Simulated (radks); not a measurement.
Calculated with a radial shooting solver on a logarithmic mesh with Libxc functionals: Dirac Kohn-Sham, BLYP, spin-unpolarised, spherical densities, point nucleus; open shells are shared between the two j in proportion to 2j + 1. Each species is in its NIST ground configuration. Rank Sn2+, Ag2+, Cd2+, Te2+, Rh2+, Nb2+, Tc2+, Zr2+, Sb2+, Xe2+, Mo2+, Pd2+, Sr2+, Rb2+, Ru2+, In2+, I2+ by radius at which the density is 0.001 e/bohr^3 (bohr), largest first.

Answer. Te2+ 3.94, I2+ 3.93, Sb2+ 3.89, Xe2+ 3.88, Sn2+ 3.70, Zr2+ 3.67, Nb2+ 3.67, Mo2+ 3.63, Tc2+ 3.57, In2+ 3.57, Ru2+ 3.51, Rh2+ 3.45, Rb2+ 3.42, Pd2+ 3.38, Sr2+ 3.35, Ag2+ 3.32, Cd2+ 3.26.
